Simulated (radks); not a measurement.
Values are calculated unless marked as measured or tabulated.
Problem. These are the eigenvalues of the occupied orbitals of an atom or ion with whole-number occupations (eV). Code: a radial shooting solver on a logarithmic mesh with Libxc functionals. Model: scalar-relativistic Kohn-Sham, r2SCAN, spin-polarised, spherical densities, finite nucleus; meta-GGA in the generalised Kohn-Sham scheme; Fermi nuclear charge, rms radius of each element as measured or else 0.836 A^(1/3) + 0.57 fm.

| orbital | eigenvalue |
|---|---|
| 1s | -1048.728 |
| 2s | -193.1378 |

Which element is it, and in what charge state? The configuration may be excited. Open shells, if any, are filled with parallel spins first.

Solution. Z = 10, neon, charge +6: Ne6+ in [He] 2s2. The 1s level, -38.54 hartree, gives Z - s = 8.8 by -(Z - s)^2/2, which with screening and relativity narrows Z to a few neighbours, and with so few levels the electron count can be read from the list.
